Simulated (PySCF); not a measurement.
## Excitation energy of Ru²⁺ by level of theory

Ru²⁺ [Kr] 4d6 (5D) → Ru²⁺ [Kr] 4d5 5p1 (7P), as a difference of total energies. Calculation: PySCF 2.14, in aug-cc-pVTZ-PP with ECP28MDF; scalar relativity through the core potential. Correlated levels: valence: 4s2 4p6 frozen. The calculations carry no spin-orbit coupling.

```
           method  excitation energy (cm⁻¹)
              UHF                     67515
    MP2 (valence)                     74039
SCS-MP2 (valence)                     78411
   CCSD (valence)                     73806
CCSD(T) (valence)                     74056
```
